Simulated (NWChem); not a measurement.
Everything below was run with NWChem. System: Sb, charge 0, spin multiplicity 4. Its SCF solution wasn't tested for a lower state. Level: ROCCSD(T)/def2-SVP with def2 effective core potentials on Sb, 4 core orbitals frozen.

The NWChem input:

```
start mol
memory heap 100 mb stack 700 mb global 1900 mb
geometry units angstroms nocenter noautoz
  Sb     0.000000     0.000000     0.000000
  symmetry group D2h
end
basis spherical
  * library def2-svp
end
ecp
  Sb library def2-ecp
end
scf
  rohf
  nopen 3
  maxiter 100
  thresh 1e-7
  semidirect memsize 60000000 filesize 0
  # guess.movecs holds the orbitals of an unrestricted PBE0 run
  vectors input guess.movecs output mol.movecs
end
tce
  freeze core 4
  ccsd(t)
  2eorb
  2emet 13
  thresh 1e-6
  maxiter 100
  tilesize 24
end
task tce energy
```

Part of the output:

```
             Northwest Computational Chemistry Package (NWChem) 7.3.0
             --------------------------------------------------------

                                NWChem Input Module
                                -------------------

 Scaling coordinates for geometry "geometry" by  1.889725989
 (inverse scale =  0.529177249)

                             Geometry "geometry" -> ""
                             -------------------------

 Output coordinates in angstroms (scale by  1.889725989 to convert to a.u.)

  No.       Tag          Charge          X              Y              Z
 ---- ---------------- ---------- -------------- -------------- --------------
    1 Sb                  51.0000     0.00000000     0.00000000     0.00000000

 Effective nuclear repulsion energy (a.u.)       0.0000000000

            Nuclear Dipole moment (a.u.)
            ----------------------------
        X                 Y               Z
 ---------------- ---------------- ----------------
     0.0000000000     0.0000000000     0.0000000000

      Symmetry information
      --------------------

 Group name             D2h
 Group number             26
 Group order               8
 No. of unique centers     1

      Symmetry unique atoms

     1


 Summary of "ao basis" -> "" (spherical)
 ------------------------------------------------------------------------------
       Tag                 Description            Shells   Functions and Types
 ---------------- ------------------------------  ------  ---------------------
 *                          def2-svp                  on all atoms

 Summary of "ao basis" -> "ao basis" (spherical)
 ------------------------------------------------------------------------------
       Tag                 Description            Shells   Functions and Types
 ---------------- ------------------------------  ------  ---------------------
 Sb                         def2-svp                10       26   4s4p2d

                                 NWChem SCF Module
                                 -----------------

  ao basis        = "ao basis"
  functions       =    26
  atoms           =     1
  closed shells   =    10
  open shells     =     3
  charge          =   0.00
  wavefunction    = ROHF
  use symmetry    = T
  symmetry adapt  = T

 Summary of "ao basis" -> "ao basis" (spherical)
 ------------------------------------------------------------------------------
       Tag                 Description            Shells   Functions and Types
 ---------------- ------------------------------  ------  ---------------------
 Sb                         def2-svp                10       26   4s4p2d

      Symmetry analysis of basis
      --------------------------

        ag          8
        au          0
        b1g         2
        b1u         4
        b2g         2
        b2u         4
        b3g         2
        b3u         4

 Forming initial guess at       0.0s

      Symmetry analysis of molecular orbitals - initial
      -------------------------------------------------

  Numbering of irreducible representations:

     1 ag          2 au          3 b1g         4 b1u         5 b2g
     6 b2u         7 b3g         8 b3u

  Orbital symmetries:

     1 ag          2 b1u         3 b3u         4 b2u         5 b3g
     6 b2g         7 b1g         8 ag          9 ag         10 ag
    11 b3u        12 b2u        13 b1u        14 ag         15 b1u
    16 b2u        17 b3u        18 ag         19 b1g        20 b2g
[...]
  ----- ------------  ---------------      ----- ------------  ---------------
    13      1.448253  1 Sb pz                16     -1.317196  1 Sb pz
    10     -0.267246  1 Sb pz                 7     -0.222083  1 Sb pz

 Vector   16  Occ=0.000000D+00  E= 4.403912D-01  Symmetry=b2u
              MO Center=  3.3D-34, -2.3D-19,  1.4D-33, r^2= 4.5D+00
   Bfn.  Coefficient  Atom+Function         Bfn.  Coefficient  Atom+Function
  ----- ------------  ---------------      ----- ------------  ---------------
    12      1.448253  1 Sb py                15     -1.317196  1 Sb py
     9     -0.267246  1 Sb py                 6     -0.222083  1 Sb py

 center of mass
 --------------
 x =   0.00000000 y =   0.00000000 z =   0.00000000

 moments of inertia (a.u.)
 ------------------
           0.000000000000           0.000000000000           0.000000000000
           0.000000000000           0.000000000000           0.000000000000
           0.000000000000           0.000000000000           0.000000000000

  Mulliken analysis of the total density
  --------------------------------------

    Atom       Charge   Shell Charges
 -----------   ------   -------------------------------------------------------
    1 Sb  23    23.00   2.11 -0.08  1.25  0.72  2.96  3.06  1.46  1.52  9.81  0.19

 Mulliken analysis of the open-shell density
 -------------------------------------------

    Atom       Charge   Shell Charges
 -----------   ------   -------------------------------------------------------
    1 Sb  23     3.00   0.00  0.00  0.00  0.00 -0.07  0.09  1.46  1.52  0.00  0.00

       Multipole analysis of the density wrt the origin
       ------------------------------------------------

     L   x y z        total         open         nuclear
     -   - - -        -----         ----         -------
     0   0 0 0      0.000000     -3.000000     23.000000

     1   1 0 0      0.000000      0.000000      0.000000
     1   0 1 0      0.000000      0.000000      0.000000
     1   0 0 1      0.000000      0.000000      0.000000

     2   2 0 0    -19.686777     -9.427078      0.000000
     2   1 1 0     -0.000000      0.000000      0.000000
     2   1 0 1      0.000000      0.000000      0.000000
     2   0 2 0    -19.686777     -9.427078      0.000000
     2   0 1 1     -0.000000     -0.000000      0.000000
     2   0 0 2    -19.686777     -9.427078      0.000000

                   NWChem Extensible Many-Electron Theory Module
                   ---------------------------------------------


            General Information
            -------------------
      Number of processors :     1
         Wavefunction type : Restricted open-shell Hartree-Fock
          No. of electrons :    23
           Alpha electrons :    13
            Beta electrons :    10
           No. of orbitals :    52
            Alpha orbitals :    26
             Beta orbitals :    26
        Alpha frozen cores :     4
         Beta frozen cores :     4
     Alpha frozen virtuals :     0
      Beta frozen virtuals :     0
         Spin multiplicity : quartet
    Number of AO functions :    26
       Number of AO shells :    10
        Use of symmetry is : on
      Symmetry adaption is : on
         Schwarz screening : 0.10D-09

          Correlation Information
          -----------------------
          Calculation type : Coupled-cluster singles & doubles w/ perturbation
   Perturbative correction : (T)
            Max iterations :      100
        Residual threshold : 0.10D-05
     T(0) DIIS level shift : 0.00D+00
     L(0) DIIS level shift : 0.00D+00
     T(1) DIIS level shift : 0.00D+00
     L(1) DIIS level shift : 0.00D+00
     T(R) DIIS level shift : 0.00D+00
     T(I) DIIS level shift : 0.00D+00
   CC-T/L Amplitude update :  5-th order DIIS
                I/O scheme : Global Array Library
        L-threshold :  0.10D-05
        EOM-threshold :  0.10D-05
 no EOMCCSD initial starts read in
 TCE RESTART OPTIONS
 SLICE:      F
 D4D5:       F
 quantumc:   F
 qrotation:  F
 pwtce:      F
 qducc:      F
 nacto:                         0
 nrotv:                         0
 nrot:                          0

            Memory Information
            ------------------
          Available GA space size is     249035448 doubles
          Available MA space size is     104851124 doubles

 Maximum block size supplied by input
 Maximum block size        24 doubles

 tile_dim =      4

 -------------------------------------------------

 Global array virtual files algorithm will be used

 Parallel file system coherency ......... OK

 4-electron integrals stored in orbital form

 v2    file size   =             5761
 4-index algorithm nr.  13 is used
 imaxsize =       30
 imaxsize ichop =        0


CCSD iterations
 ---------------------------------------------------------
 Iter          Residuum       Correlation     Cpu    Wall
 ---------------------------------------------------------
    1   0.0435940528740  -0.0752908556018     2.2     2.2
    2   0.0101445918208  -0.0782725729765     2.2     2.2
    3   0.0025668603526  -0.0791099878950     2.2     2.2
    4   0.0006709687856  -0.0792992466156     2.2     2.2
    5   0.0001854864749  -0.0793466485303     2.2     2.2
    6   0.0000208664980  -0.0793624268372     2.3     2.3
    7   0.0000060567927  -0.0793624967869     3.5     3.5
    8   0.0000022494093  -0.0793625474893     4.3     4.3
    9   0.0000009381073  -0.0793625403231     2.4     2.4
 -----------------------------------------------------------------
 Iterations converged
 CCSD correlation energy / hartree =        -0.079362540323073
 CCSD total energy / hartree       =      -239.351152822030883

 Singles contributions

 Doubles contributions
 CCSD(T)
 Using plain CCSD(T) code
             total no. of tasks         8708
 total no. of tasks / no. procs         8708
                         wl_min            1           1.0
                         wl_max         1728           3.5
        thresh for no. of tasks         8708

 CCSD[T]  correction energy / hartree =        -0.001327281314001
 CCSD[T] correlation energy / hartree =        -0.080689821637073
 CCSD[T] total energy / hartree       =      -239.352480103344874
 CCSD(T)  correction energy / hartree =        -0.001298413559899
 CCSD(T) correlation energy / hartree =        -0.080660953882971
 CCSD(T) total energy / hartree       =      -239.352451235590792

 Task  times  cpu:       27.2s     wall:       27.2s

 Total times  cpu:       27.2s     wall:       27.2s
```
